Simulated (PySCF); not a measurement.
C₂H₇ClOSi₂, SMILES O[SiH2]/C(Cl)=C/[SiH3].

Coordinates come from a r2SCAN-D4/def2-SVP optimisation. The structure was generated by enumeration; whether it is a known compound was not checked. Other conformers were not sampled.

The numbers are results of CAM-B3LYP/def2-TZVP (PySCF), not measurements.

Gas-phase values at a fixed geometry.

```yaml
total_energy: -1194.90500 hartree
highest_occupied_level: -9.15 eV
lowest_empty_level: -0.32 eV
orbital_gap: 8.83 eV
dipole_moment: 0.136 e·Å
quadrupole, principal values (traceless, Buckingham form, about the centre of nuclear charge): -7.71, -0.16, 7.86 D·Å
mean_static_polarisability: 91.7 bohr³ (13.59 Å³)
polarisability_principal_values: 69.1, 91.7, 114.4 bohr³
```
